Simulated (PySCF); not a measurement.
C₈H₆N₂Se, SMILES c1c[se]c(-c2cncnc2)c1.

Geometry optimised at B3LYP-D3(BJ)/def2-SVP. The structure was generated by enumeration, and PubChem lists no compound with its InChIKey, so it may never have been made. One conformer was computed; it need not be the lowest.

Two levels are set side by side: TDA-PBE/def2-SVP (PySCF) and TDA-B3LYP/def2-SVP (PySCF). Vertical, same geometry. The lowest singlet is HOMO→LUMO 81 %, HOMO−1→LUMO 19 % with PBE and HOMO−2→LUMO 42 %, HOMO−1→LUMO 42 %, HOMO→LUMO 11 % with the other functional; states are paired by order. Differences are taken from unrounded values.

```csv
quantity,TDA-PBE
lowest singlet excitation (eV),3.17
lowest triplet excitation (TDA) (eV),2.83
first bright state (f over 0.05) (eV),4.03
its oscillator strength,0.09
```

Problem. These are the TDA-PBE values. What does TDA-B3LYP give? (Estimate from the structure and the level; the computed values follow.)

Solution. 
| quantity | TDA-B3LYP | TDA-PBE minus TDA-B3LYP |
|---|---|---|
| lowest singlet excitation (eV) | 4.01 | -0.84 |
| lowest triplet excitation (TDA) (eV) | 2.92 | -0.09 |
| first bright state (f over 0.05) (eV) | 4.44 | -0.42 |
| its oscillator strength | 0.36 | -0.27 |

Functionals without exact exchange tend to place singlet excitations lower, as here. Differences between two approximate levels are no errors against the true value.

Rough cost on one machine, each run with all the roots and properties that it gave: TDA-B3LYP against TDA-PBE about 2 times.
